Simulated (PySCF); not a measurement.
Calculated NMR data

Calculated, not measured (PySCF 2.14.0 with density-fitted response routines): J: B3LYP/pcJ-1 (spin–dipole term left out of most H,H and C,H couplings), GIAO PBE0/pcSseg-1 shieldings, coordinates at the PBE0-D3(BJ)/def2-SVP level. One computed conformer, no solvent, non-relativistic, fast rotation and ring inversion assumed for equivalent nuclei.

Shifts are taken against calculated references (same method and geometry level): TMS for 1H (σref 31.27), 13C (σref 184.41). Multiplet labels drop J under 1 Hz and among equivalent protons, and merge close values. Unscaled 3J(H,H) run several per cent high. Where no couplings were computed, multiplicities follow the n + 1 count of equivalent neighbours, and m marks all less simple cases (inequivalent or close neighbours, rings, F or P nearby). Vicinal couplings that depend on rotamer populations or ring flexing (ring, CH–CH, X–H and H–F types) are those of the one conformer. Couplings to H on boron are left out. Carbons bonded to boron are broad in practice. Shifts are as computed. Against solution values, carbons near 30 ppm lie about +2 ppm off and those near 130 ppm about +5 ppm. Of 1313 compounds with measured shifts, 239 miss one by over three times the rms of a fit or turn the order of signals round; such compounds aren't used in these exercises. Across acyclic CH2–CH2 and CH–CH2 bonds, 3J(H,H) assumes equally populated rotamers. OH and NH positions are gas-phase values without hydrogen bonding to other molecules.

Compound 1 (C12H20). 1H NMR (500 MHz, computed): δ 1.67 (m, 3H), 1.62 (m, 3H), 1.56 (m, 3H), 1.33 (m, 6H), 0.92 (m, 2H), 0.84 (m, 3H). 13C{1H} NMR (computed): δ 44.2 (CH2), 39.9 (CH2), 39.8 (CH2), 31.7 (C), 30.9 (CH), 8.2 (CH3). Structure: `C1[C@H]2C[C@]3(CC)C[C@@H](C[C@H]1C3)C2`.

Compound 2 (C6H10BN). 1H NMR (500 MHz, computed): δ 7.51 (m, 2H), 7.42 (m, 1H), 7.18 (m, 2H), 4.33 (br s, 2H), 2.36 (br, 3H). 13C{1H} NMR (computed): δ 146.7 (C), 135.1 (CH), 132.3 (CH), 125.9 (CH). Structure: `c1([NH2+][BH3-])ccccc1`.

Compound 3 (C9H14BN). 1H NMR (500 MHz, computed): δ 8.85 (dd, J = 6.7, 1.3 Hz, 2H), 7.81 (tt, J = 8.5, 1.3 Hz, 1H), 7.39 (dd, J = 8.5, 6.7 Hz, 2H), 3.03 (br, 2H), 1.87 (m, 1H), 1.77 (m, 1H), 1.72 (m, 2H), 1.51 (m, 2H), 1.48 (m, 1H). 13C{1H} NMR (computed): δ 153.1 (CH), 143.2 (CH), 129.6 (CH), 39.9 (CH), 29.7 (CH2), 23.5 (CH2). Structure: SMILES [BH2-](C1CCC1)[n+]1ccccc1.
